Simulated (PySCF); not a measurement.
# Atomic charges by several schemes

Species: C8H12N2.
Geometry (GFN2-xTB, Å), atoms numbered from 1 in this order:
```
atom  x, y, z in Å
C1    -1.2759   -2.2149    0.5106
C2    -1.3142   -0.7552    0.2132
C3    -2.4453    0.0127   -0.1050
N4    -2.1305    1.2809   -0.2873
N5    -0.8178    1.3625   -0.1008
C6    -0.1449    2.6245   -0.1924
C7    -0.2707    0.1572    0.2020
C8     1.1756    0.0177    0.4482
C9     2.1357    0.1273   -0.7077
C10    1.9200   -1.1909   -0.0339
H11   -2.2126   -2.5238    0.9700
H12   -0.4577   -2.4481    1.1884
H13   -1.1438   -2.7955   -0.4037
H14   -3.4617   -0.3145   -0.2016
H15   -0.8849    3.3698   -0.4754
H16    0.2956    2.8980    0.7691
H17    0.6461    2.5892   -0.9433
H18    1.5072    0.4542    1.3864
H19    3.0705    0.6453   -0.5547
H20    1.7215    0.2551   -1.6966
H21    2.7082   -1.5878    0.5877
H22    1.3692   -1.9442   -0.5741
```

Density: PBE0/pcSseg-1 (PySCF); schemes: Mulliken, IAO, Hirshfeld and ESP-fitted. The structure is a single GFN2-xTB conformer in the gas phase; no vibrational or solvent corrections.

**Question.** Which atoms carry the lowest charge in the Mulliken, IAO, Hirshfeld and ESP-fitted schemes?

**Answer.** The schemes don't all agree: Mulliken C2 (-0.651); IAO C1 (-0.425); Hirshfeld N4 (-0.159); ESP-fitted N4 (-0.559).

**Question.** Do the Mulliken, IAO, Hirshfeld and ESP-fitted schemes agree on where the charge is highest?

**Answer.** The schemes don't all agree: Mulliken C7 (+0.475); IAO H15 (+0.179); Hirshfeld H15 (+0.058); ESP-fitted N5 (+0.437).

**Question.** For which atoms does the sign change between the 4 schemes (beyond +0.03 e in one, beyond −0.03 e in another)?

**Answer.** C2, C3, N5, C7 and C8. Atomic charges aren't observables, and each scheme defines them in its own way.

**Question.** What partial charge does each atom carry?

**Answer.** In e:

```json
{"atom": "C1", "environment": "benzylic-type carbon", "Mulliken": "-0.110", "IAO": "-0.425", "Hirshfeld": "-0.119", "ESP-fitted": "-0.548"}
{"atom": "C2", "environment": "substituted aromatic carbon", "Mulliken": "-0.651", "IAO": "-0.084", "Hirshfeld": "-0.045", "ESP-fitted": "+0.079"}
{"atom": "C3", "environment": "aromatic CH next to a ring nitrogen", "Mulliken": "+0.195", "IAO": "-0.094", "Hirshfeld": "-0.048", "ESP-fitted": "-0.004"}
{"atom": "N4", "environment": "pyridine-type nitrogen", "Mulliken": "-0.219", "IAO": "-0.261", "Hirshfeld": "-0.159", "ESP-fitted": "-0.559"}
{"atom": "N5", "environment": "pyrrole-type nitrogen", "Mulliken": "-0.551", "IAO": "+0.040", "Hirshfeld": "+0.039", "ESP-fitted": "+0.437"}
{"atom": "C6", "environment": "N-methyl carbon", "Mulliken": "-0.020", "IAO": "-0.311", "Hirshfeld": "-0.057", "ESP-fitted": "-0.209"}
{"atom": "C7", "environment": "substituted aromatic carbon", "Mulliken": "+0.475", "IAO": "+0.027", "Hirshfeld": "+0.023", "ESP-fitted": "-0.252"}
{"atom": "C8", "environment": "benzylic-type carbon", "Mulliken": "-0.253", "IAO": "-0.155", "Hirshfeld": "-0.042", "ESP-fitted": "+0.237"}
{"atom": "C9", "environment": "three-membered-ring carbon", "Mulliken": "-0.187", "IAO": "-0.292", "Hirshfeld": "-0.088", "ESP-fitted": "-0.229"}
{"atom": "C10", "environment": "three-membered-ring carbon", "Mulliken": "-0.168", "IAO": "-0.282", "Hirshfeld": "-0.082", "ESP-fitted": "-0.423"}
{"atom": "H11", "environment": "methyl hydrogen", "Mulliken": "+0.124", "IAO": "+0.151", "Hirshfeld": "+0.046", "ESP-fitted": "+0.160"}
{"atom": "H12", "environment": "methyl hydrogen", "Mulliken": "+0.127", "IAO": "+0.149", "Hirshfeld": "+0.042", "ESP-fitted": "+0.145"}
{"atom": "H13", "environment": "methyl hydrogen", "Mulliken": "+0.129", "IAO": "+0.146", "Hirshfeld": "+0.040", "ESP-fitted": "+0.163"}
{"atom": "H14", "environment": "aromatic hydrogen", "Mulliken": "+0.066", "IAO": "+0.156", "Hirshfeld": "+0.052", "ESP-fitted": "+0.157"}
{"atom": "H15", "environment": "methyl hydrogen", "Mulliken": "+0.136", "IAO": "+0.179", "Hirshfeld": "+0.058", "ESP-fitted": "+0.120"}
{"atom": "H16", "environment": "methyl hydrogen", "Mulliken": "+0.117", "IAO": "+0.149", "Hirshfeld": "+0.050", "ESP-fitted": "+0.072"}
{"atom": "H17", "environment": "methyl hydrogen", "Mulliken": "+0.122", "IAO": "+0.152", "Hirshfeld": "+0.049", "ESP-fitted": "+0.059"}
{"atom": "H18", "environment": "methine hydrogen", "Mulliken": "+0.142", "IAO": "+0.150", "Hirshfeld": "+0.046", "ESP-fitted": "+0.033"}
{"atom": "H19", "environment": "methylene hydrogen", "Mulliken": "+0.126", "IAO": "+0.149", "Hirshfeld": "+0.048", "ESP-fitted": "+0.099"}
{"atom": "H20", "environment": "methylene hydrogen", "Mulliken": "+0.136", "IAO": "+0.151", "Hirshfeld": "+0.047", "ESP-fitted": "+0.123"}
{"atom": "H21", "environment": "methylene hydrogen", "Mulliken": "+0.127", "IAO": "+0.152", "Hirshfeld": "+0.051", "ESP-fitted": "+0.157"}
{"atom": "H22", "environment": "methylene hydrogen", "Mulliken": "+0.137", "IAO": "+0.153", "Hirshfeld": "+0.050", "ESP-fitted": "+0.182"}
```

Mean size of the charges over all atoms: ESP-fitted 0.202 e, Mulliken 0.196 e, IAO 0.173 e, Hirshfeld 0.058 e. Each set sums to the total charge, 0, to within 0.001 e. The ESP scheme fits charges at the nuclei, held to the total charge, to the electrostatic potential on points at 1.4 to 2.0 times the van der Waals radii. The Hirshfeld scheme weights the molecular density at each point by an atom's share of the summed free-atom densities.

**Question.** How many electrons does the Mulliken scheme count on C3?

**Answer.** Z − q = 6 − (+0.195) = 5.805.

**Question.** How closely do the schemes follow one another over all atoms?

**Answer.** Correlation coefficient and root-mean-square difference: IAO with Hirshfeld 0.95, 0.135 e; Hirshfeld with ESP-fitted 0.80, 0.205 e; IAO with ESP-fitted 0.76, 0.165 e; Mulliken with Hirshfeld 0.48, 0.226 e; Mulliken with IAO 0.47, 0.232 e; Mulliken with ESP-fitted 0.01, 0.354 e.

**Question.** Sum the charges by element.

**Answer.** 
```csv
element,atoms,Mulliken,IAO,Hirshfeld,ESP-fitted
C,8,-0.719,-1.617,-0.459,-1.348
N,2,-0.770,-0.221,-0.120,-0.121
H,12,+1.489,+1.838,+0.579,+1.469
```

The run behind these numbers computed NMR shieldings as well. The run took 51 s wall on an Intel Xeon Platinum 8488C with one thread, shared host with 192 logical CPUs at a one-minute load of 31, and the process peaked at 1.1 GiB of memory.
